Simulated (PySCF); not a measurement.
**LiPb at UHF-SCS-MP2**

Level: UHF-SCS-MP2. basis Li cc-pVDZ, Pb cc-pVDZ-PP with ECP60; scalar-relativistic core potentials; PySCF 2.14.

* state: ⁴Σ⁻ (quartet), unpaired electrons σ ↑, π ↑↑
* bond length: 2.658 Å
* harmonic wavenumber: 350 cm⁻¹
* force constant: 0.489 mdyn/Å
* rotational constant Be: 0.3516 cm⁻¹
* anharmonicity ωexe: 2.28 cm⁻¹
* vibration–rotation constant αe: 0.00345 cm⁻¹
* well depth De to Li + Pb: 1.19 eV
* dissociation energy D0: 1.17 eV

Correlated steps freeze 4 core orbitals. Correlated levels converge slowly with the basis: in double zeta they bind strong bonds too weakly, by up to about 1 eV, and carry superposition errors of some tenths. These are scalar-relativistic numbers at best; spin–orbit coupling would shift them, the dissociation energy most. The state is the lowest determinant that a PBE0 search found; another state may lie lower at other levels.
